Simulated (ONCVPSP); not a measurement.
## Before and after: ONCV potential for Be (Z = 4)

ONCVPSP 4.0.1 input, shortened (lines: element, Z, core and valence counts, functional; n l f; lmax; l rc ep ncon nbas qcut; lloc lpopt rc5 dvloc0; l nproj debl; icmod fcfact rcfact), PBE, scalar-relativistic:

```
  Be 4.00    1    1        4      upf
    1    0    2.00
    2    0    2.00
    2
    0    2.15    0.00    5    9    2.70
    1    1.65    0.07    4    7    4.40
    2    1.85    0.02    5    8    6.10
    4    5    1.65    0.00
    0    2    3.70
    1    2    1.60
    2    2    0.80
    0    0.00    0.00
```

In the p channel the program set the typed energies aside and used 0.050, 1.650 Ha.

All-electron outer shells of the reference configuration (PBE, scalar-relativistic, ld1.x):

```json
{"shell": "1s", "level (eV)": "-106.21", "outermost node (bohr)": "–", "outermost maximum (bohr)": "0.27"}
{"shell": "2s", "level (eV)": "-5.61", "outermost node (bohr)": "0.59", "outermost maximum (bohr)": "2.04"}
```

Change: s: qcut 1.7; p: qcut 2.8; d: qcut 3.9.

Cutoffs: the cutoffs (Ha) at which the residual kinetic energy of the hardest occupied pseudo-wave falls to 1 and 0.1 mHa per electron; they do not see the model core or the augmentation charge, which bear on the density cutoff. Errors are all-electron minus pseudo energies relative to the spin-unpolarised reference configuration.

Q: How do hardness, ghosts and transferability respond?

A: The potential gets harder (7.7 Ha and 40 Ha → 19 Ha and 44 Ha); of the 3 tests that both files solve, the error grows in 1 and shrinks in 1 by more than 15 % and 0.3 meV (median size 0.7 → 1.2 meV); neither file shows a bound ghost.

```tsv
quantity	base	changed
cutoff, loose	7.7 Ha	19 Ha
cutoff, tight	40 Ha	44 Ha
bound ghosts	none	none
GHOST(+) flags under 300 eV	none	none
tests with a reliable result	3 of 4	3 of 4
error for 2s1, meV [ΔE 9.55 eV]	+6.0	+4.4
error for 2s1.5, meV [ΔE 3.76 eV]	+0.6	+0.3
error for 2s1 2p1, meV [ΔE 3.61 eV]	+0.7	+1.2
s: phases at 2.18 bohr within 0.05 rad from the reference energy up to (Ha; the scan ends near 5)	to the end of the scan	to the end of the scan
p: phases at 1.68 bohr within 0.05 rad from the reference energy up to (Ha; the scan ends near 5)	to the end of the scan	to the end of the scan
d: phases at 1.88 bohr within 0.05 rad from the reference energy up to (Ha; the scan ends near 5)	to the end of the scan	to the end of the scan
```

Base: The cutoffs count occupied waves only; projector 2 of the s channel, the hardest unoccupied one, needs 47 Ha at the loose tolerance.
